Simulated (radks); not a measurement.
Values are calculated unless marked as measured or tabulated.
Question: All-electron atom: Ti16+ in 1s1.5 2s2 2p2.5 (fractional occupations, a model configuration). Level of theory: non-relativistic Kohn-Sham, PBEsol, spin-polarised, spherical densities, point nucleus; open shells are filled with parallel spins first (a radial shooting solver on a logarithmic mesh with Libxc functionals). Some entries of the table are withheld. Estimate them.

| orbital | occ. | eigenvalue (eV) | <1/r> (bohr^-1) | <r> (bohr) |
|---|---|---|---|---|
| 1s up | 1 | -5714.801 | 21.71 | 0.06941 |
| 1s down | 0.5 | -5664.108 | 21.69 | 0.06946 |
| 2s up | 1 | -1160.149 | 4.976 | 0.2981 |
| 2s down | 1 | -1137.111 | 4.915 | 0.3011 |
| 2p up | 2.5 | -1104.948 | (1) | 0.2558 |
| 2p down | 0 | -1076.213 | (2) | 0.2595 |
| 3s up | 0 | (3) | 2.051 | 0.7161 |
| 3s down | 0 | (4) | 2.031 | 0.7229 |
| 3p up | 0 | -445.4001 | 2.025 | (5) |
| 3p down | 0 | -438.6736 | 2.003 | (6) |
| 3d up | 0 | -421.7106 | 1.968 | 0.5977 |
| 3d down | 0 | -414.8450 | 1.934 | 0.6078 |

Answer: 
(1) 2p up <1/r> (bohr^-1): 4.940
(2) 2p down <1/r> (bohr^-1): 4.877
(3) 3s up eigenvalue (eV): -463.6800
(4) 3s down eigenvalue (eV): -457.9433
(5) 3p up <r> (bohr): 0.6853
(6) 3p down <r> (bohr): 0.6940
